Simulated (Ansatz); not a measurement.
**A ladder of methods for SbH3 (SMILES [H][Sb]([H])[H])**

SbH3 has 4 atoms, charge 0, and is taken as a singlet. SMILES: `[H][Sb]([H])[H]`. Geometry: a GFN2-xTB relaxation, a rough one for these elements and not checked as a minimum.

```tsv
atom	x (Å)	y (Å)	z (Å)
Sb	-0.0054	0.0070	0.7453
H	1.3628	-0.0310	-0.2384
H	-0.6566	1.1911	-0.2614
H	-0.7008	-1.1671	-0.2455
```

Each level gives the energy change with the Sb1–H3 bond stretched from 1.685 to 4.213 Å (eV). The values are calculated.

| level | kind | program | value (eV) | less FCI/STO-3G |
| --- | --- | --- | --- | --- |
| HF/STO-3G (restricted) | Hartree–Fock | Ansatz | 9.06 | +5.29 |
| r2SCAN0/STO-3G (restricted) | hybrid meta-GGA | Ansatz | 7.05 | +3.28 |
| HSE06/STO-3G (restricted) | range-separated hybrid | Ansatz | 6.73 | +2.96 |
| wB97X/STO-3G (restricted) | range-separated hybrid | Ansatz | 7.90 | +4.13 |
| B2PLYP/STO-3G (restricted) | double hybrid | Ansatz | 5.39 | +1.62 |
| RPA@PBE/STO-3G (restricted) | RPA | Ansatz | 4.67 | +0.90 |
| BCCD(T)/STO-3G (restricted) | coupled cluster or CI | Ansatz | 3.75 | -0.02 |
| CCSDT(Q)/STO-3G (restricted) | coupled cluster or CI | Ansatz | 3.77 | 0.00 |
| FCI/STO-3G | exact in the basis | Ansatz | 3.77 | 0.00 |

FCI/STO-3G is exact within its basis and frozen core, so for wave-function methods in that basis the difference is their error; functionals converge differently with the basis, so for them it is only a difference. A spin-restricted reference rises too steeply as a bond breaks; here HF/STO-3G, r2SCAN0/STO-3G, HSE06/STO-3G, wB97X/STO-3G, B2PLYP/STO-3G, RPA@PBE/STO-3G lie well above the multireference or unrestricted value. All-electron rows without a relativistic Hamiltonian named are non-relativistic. The first shape isn't each level's own minimum. The values span 3.75 to 9.06 eV. All rows use very small basis sets, so none should be taken for the real molecule's value. In the correlated wave-function rows the outer d shell of Sb is correlated, in sets not made for it.
